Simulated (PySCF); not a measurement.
C7H12N2.
InChI=1S/C7H12N2/c1-3-7-5-8-9(4-2)6-7/h3,5,7H,1,4,6H2,2H3/t7-/m0/s1

The closed-shell ground state was solved at several levels (PySCF, density fitting, gas phase, non-relativistic). The structure is a single PBE0-D3(BJ)/def2-SVP conformer in the gas phase; no vibrational or solvent corrections.

```
            level  basis functions  total energy (Eh)  HOMO (eV)  LUMO (eV)  gap (eV)  dipole (D)
wB97X-D/def2-SVPD              276          -383.0172      -7.71       1.46      9.17        1.92
    PBE0/pcSseg-1              213          -382.9015      -5.86      -0.25      5.61        1.88
```

(1) Estimate the row for KT3/pcSseg-1, a basis of 213 functions; the other rows only guide the guess.

(2) Over all these levels, which gives the widest orbital gap and which the narrowest?

(3) How far do the dipole and the HOMO energy spread over the levels?

## Answers

(1) Total energy -389.4673 Eh, HOMO -4.78 eV, LUMO -1.18 eV, gap 3.60 eV, dipole 1.74 D.

(2) wB97X-D/def2-SVPD (range-separated hybrid) has the widest, 9.17 eV, and KT3/pcSseg-1 (GGA) the narrowest, 3.60 eV. Functional and basis both differ between the two, so the spread mixes both effects.

(3) The dipole runs from 1.74 to 1.92 D (mean 1.85 D) and the HOMO from -7.71 to -4.78 eV.

The pairwise dispersion term of wB97X-D wasn't added to the energies; at a given geometry it leaves orbitals and properties as they are.
